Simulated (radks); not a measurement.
Results of a calculation; reference values are marked as such.
Spin polarisation of the 6p1 shell in neutral thallium. Start: [Hg] 6p(up 0.5, down 0.5); electrons of 6p are moved from spin down to spin up, other shells keep equal spins. Code: a radial shooting solver on a logarithmic mesh with Libxc functionals. Model: scalar-relativistic Kohn-Sham, PBE, spin-polarised, spherical densities, point nucleus.

moment (Bohr magnetons) = 0: E - E(0) (eV) 0.000; e(6p up) (eV) -2.370; e(6p down) (eV) -2.370; 6s down minus up (eV) 0.000
moment (Bohr magnetons) = 0.25: E - E(0) (eV) -0.009; e(6p up) (eV) -2.440; e(6p down) (eV) -2.294; 6s down minus up (eV) 0.122
moment (Bohr magnetons) = 0.5: E - E(0) (eV) -0.036; e(6p up) (eV) -2.503; e(6p down) (eV) -2.210; 6s down minus up (eV) 0.245
moment (Bohr magnetons) = 0.75: E - E(0) (eV) -0.083; e(6p up) (eV) -2.561; e(6p down) (eV) -2.113; 6s down minus up (eV) 0.367
moment (Bohr magnetons) = 1: E - E(0) (eV) -0.150; e(6p up) (eV) -2.614; e(6p down) (eV) -1.976; 6s down minus up (eV) 0.491

At moment 1 the spin-polarisation energy is -0.150 eV and the 6p exchange splitting 0.638 eV, that is 0.638 eV per Bohr magneton; E = -I m^2/4 would give I = 0.599 eV.
